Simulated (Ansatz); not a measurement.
A nudged elastic band was laid between two geometries of Cl2GaH (4 atoms, charge 0, multiplicity 1).

Level of theory: RKS BLYP-D4/def2-SVP in Ansatz.

- movable images: 5
- climbing image: yes
- spring: 5.0 eV/Å²
- optimiser: quadratic models (default)
- start path: through a guess of the saddle point
- force threshold: 0.03 eV/Å
- iteration limit: 60
- end points: relaxed

Image 0:

```xyz
4
Properties=species:S:1:pos:R:3
Ga 0.317 0.000 0.385
H 0.091 0.000 1.929
Cl 2.300 0.000 -0.493
Cl -1.330 0.000 -1.027
```

Image 6:

```xyz
4
Properties=species:S:1:pos:R:3
Ga -1.282 0.000 0.425
H 2.010 0.000 1.753
Cl 1.980 0.000 0.452
Cl -1.330 0.000 -1.835
```

Question: What changes between the two ends?

Answer: Bonds broken: Ga1–H2, Ga1–Cl3. Bonds formed: H2–Cl3. Cl2GaH becomes ClGa + ClH.

Question: Give the energies along the band, and the barrier.

Answer: It converged. The highest image is number 2 of 0 to 6, 1.86 eV above the first end and 1.13 eV above the last; the last end lies 0.73 eV above the first. A vibrational analysis at the climbing image gives one clearly imaginary mode, 896i cm⁻¹: a first-order saddle point. The orbitals stay closed-shell, which can raise the energy where a bond breaks towards radicals; this wasn't checked here.

| image | path coordinate (Å) | energy (eV) | Ga1–H2 (Å) | Ga1–Cl3 (Å) | H2–Cl3 (Å) |
| --- | --- | --- | --- | --- | --- |
| 0 | 0.00 | 0.00 | 1.56 | 2.17 | 3.28 |
| 1 | 0.69 | 0.67 | 1.54 | 2.22 | 2.56 |
| 2 | 1.39 | 1.86 | 1.62 | 2.51 | 1.85 |
| 3 | 1.84 | 1.24 | 1.93 | 2.76 | 1.43 |
| 4 | 2.29 | 0.81 | 2.47 | 3.20 | 1.31 |
| 5 | 2.74 | 0.75 | 3.04 | 3.30 | 1.30 |
| 6 | 3.19 | 0.73 | 3.55 | 3.26 | 1.30 |

Question: What is the geometry of the highest image?

Answer: 
```xyz
4
Properties=species:S:1:pos:R:3:forces:R:3
Ga -0.298 0.000 0.519 0.02 0.00 0.02
H 0.994 0.000 1.504 -0.01 0.00 0.00
Cl 2.174 0.000 0.073 0.00 0.00 -0.01
Cl -1.493 0.000 -1.302 -0.01 0.00 -0.01
```

Question: What are the harmonic wavenumbers there?

Answer: 896i, 98, 317, 333, 396, 1627 cm⁻¹.

Run time: 77 s on 1 thread of Arm Neoverse V2 (shared host), peak memory 0.13 GiB.
